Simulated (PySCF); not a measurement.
Species: C2H14OSi4.
Z-matrix (Å and degrees, PBE0-D3(BJ)/def2-SVP geometry), rows numbered from 1:
```
C 
C   1  1.5096
O   2  1.4089  1  109.35
Si  3  1.6794  2  124.35  1   173.45
Si  4  2.3513  3  111.83  2    61.13
Si  4  2.3438  3  101.98  2  -177.75
Si  6  2.3465  4  104.07  3    19.62
H   1  1.1001  2  110.45  3   -60.43
H   1  1.1004  2  110.76  3   179.25
H   1  1.1001  2  110.34  3    59.00
H   2  1.1080  1  110.16  3  -121.12
H   2  1.1078  1  110.26  3   121.45
H   4  1.5035  3  110.04  2   -59.87
H   5  1.4971  4  112.44  3   -62.94
H   5  1.4960  4  109.72  3    58.05
H   5  1.4969  4  108.69  3   176.84
H   6  1.4979  4  110.79  3   -99.19
H   6  1.4971  4  111.22  3   140.32
H   7  1.4941  6  109.49  4    53.21
H   7  1.4968  6  111.03  4   173.10
H   7  1.4928  6  109.37  4   -66.90
```

Computed with PySCF at PBE0/pcSseg-1, non-relativistic, on one gas-phase PBE0-D3(BJ)/def2-SVP geometry that isn't relaxed in the solvent. The solvent is an IEF-PCM continuum (cavity from Bondi-type radii × 1.2). The model holds no explicit solvent molecules, cavitation or dispersion.

Gas phase at PBE0/pcSseg-1: HOMO -7.45 eV, LUMO -0.71 eV, dipole 1.23 D.

Problem. What does the continuum do to the energy, the frontier levels and the dipole at PBE0/pcSseg-1 in methanol and dimethylsulfoxide?

Solution. 
| solvent | ε | E(solvent) − E(gas) (kcal/mol) | polarisation term (kcal/mol) | distortion of the solute (kcal/mol) | HOMO (eV) | LUMO (eV) | dipole (D) |
| --- | --- | --- | --- | --- | --- | --- | --- |
| methanol | 32.61 | -1.66 | -1.87 | 0.21 | -7.34 | -0.58 | 1.56 |
| dimethylsulfoxide | 46.83 | -1.69 | -1.92 | 0.23 | -7.34 | -0.58 | 1.57 |

The first energy column is the sum of the next two and covers electrostatics alone. From methanol to dimethylsulfoxide the lowering changes by a factor 1.02, Onsager's factor (ε − 1)/(2ε + 1) by 1.01 and ε itself by 1.4.

Problem. Which radius a makes the point-dipole formula ΔE = −[(ε − 1)/(2ε + 1)]·μ²/a³ give the value in dimethylsulfoxide, with the gas-phase dipole?

Solution. μ = 0.484 au and |ΔE| = 0.00269 Eh give a = 1.84 Å; the farthest nucleus lies 4.53 Å from the centroid of the nuclei, so such a sphere wouldn't even hold the nuclei. The formula assumes a rigid point dipole at the centre of a sphere.

Problem. Which Hirshfeld charges (PBE0/pcSseg-1) respond most in dimethylsulfoxide (means over atoms taken as equivalent)?

Solution. 
```
atoms           environment  gas (e)  solvent (e)  change
   O3    silyl ether oxygen   -0.216       -0.225  -0.009
  H11    methylene hydrogen   +0.033       +0.039  +0.006
  H12    methylene hydrogen   +0.035       +0.040  +0.005
  Si4  oxygen-bound silicon   +0.240       +0.243  +0.003
  Si5          SiH3 silicon   +0.198       +0.201  +0.003
  Si7          SiH3 silicon   +0.210       +0.206  -0.004
```

Problem. Which Mayer bond orders change most in dimethylsulfoxide?

Solution. 
```
   bond  length (Å)    gas  solvent  change
  C2–O3       1.409  0.889    0.877  -0.012
Si4–Si5       2.351  0.886    0.890  +0.004
 O3–Si4       1.679  0.904    0.902  -0.002
Si4–H13       1.503  0.882    0.884  +0.002
Si6–H18       1.497  0.923    0.925  +0.002
Si7–H20       1.497  0.926    0.928  +0.002
Si7–H21       1.493  0.930    0.928  -0.002
  C1–C2       1.510  1.069    1.070  +0.001
```
